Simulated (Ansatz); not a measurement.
Consider the formal exchange of groups at the Si–H bond: `BC[SiH3]` + `OBCl` → `BC[SiH2]BO` + HCl.

Program: Ansatz. Geometries: PBE0-D4/def2-TZVP. ΔE: electronic, gas phase. CBS: MP2 limit from def2 TZ/QZ plus the TZ coupled-cluster correction, frozen cores. This one scheme is used for every species. Functionals use def2-TZVPP. B3LYP here is the variant with VWN-RPA as its local correlation; programs differ in this. One conformer a species, not always the lowest.

`BC[SiH3]`:

Cartesian coordinates in Å:
```
B 1.243 -0.723 0.518
C -0.246 -0.776 0.162
Si -0.711 0.957 -0.452
H 2.079 -0.932 -0.315
H 1.597 -0.400 1.616
H -0.918 -0.955 1.006
H -0.498 -1.434 -0.676
H 0.060 1.310 -1.672
H -2.160 0.974 -0.780
H -0.446 1.980 0.592
```

`OBCl`:

Cartesian coordinates in Å:
```
O -0.221 -0.028 1.038
B 0.218 -0.292 -0.200
Cl -0.124 0.806 -1.540
H -0.721 0.792 1.108
H 0.848 -1.279 -0.406
```

`BC[SiH2]BO`:

```xyz
13

B    -0.014    1.778   -1.233
C    -0.546    1.274    0.108
Si   -0.500   -0.569   -0.412
B     0.492   -1.729    0.918
O     1.167   -1.114    1.912
H     1.164    1.898   -1.414
H    -0.762    1.980   -2.148
H    -1.586    1.498    0.350
H     0.104    1.373    0.977
H    -1.882   -1.058   -0.675
H     0.220   -0.681   -1.724
H     0.509   -2.932    0.842
H     1.633   -1.717    2.499
```

HCl:

Z-matrix (Å, degrees):
```
Cl
H 1 1.279
```

Problem. Is it downhill or uphill in electronic energy at CCSD(T)/CBS, and by how much? (Best estimate.)

Solution. Ansatz gave: Uphill: ΔE = +28.8 kcal/mol.

Problem. What do these levels give: PBE-D4, B3LYP-D4, PBE, r2SCAN, PBE0, MP2/def2-TZVPP, CCSD(T)/def2-TZVPP, HF/def2-QZVPP, MP2/def2-QZVPP, SCS-MP2/def2-QZVPP, HF/CBS(def2), CCSD/CBS(def2)? (An estimate is asked.)

Solution. Computed: PBE-D4 26.4, B3LYP-D4 29.4, PBE 27.1, r2SCAN 29.6, PBE0 28.3, MP2/def2-TZVPP 30.8, CCSD(T)/def2-TZVPP 28.9, HF/def2-QZVPP 34.9, MP2/def2-QZVPP 30.8, SCS-MP2/def2-QZVPP 31.0, HF/CBS(def2) 34.9, CCSD/CBS(def2) 29.3 kcal/mol.

Largest T1 diagnostic among the species: 0.014.

The D4 term adds −1.0 kcal/mol with B3LYP and −0.7 kcal/mol with PBE0; it sums over pairs of atoms, weighted by their polarisabilities, and B3LYP, whose exchange is more repulsive, gets the larger term. In def2-TZVPP, CCSD(T) changes the Hartree–Fock value by −6.0 kcal/mol (the triples alone add −0.5 kcal/mol) and MP2 by −4.1 kcal/mol.
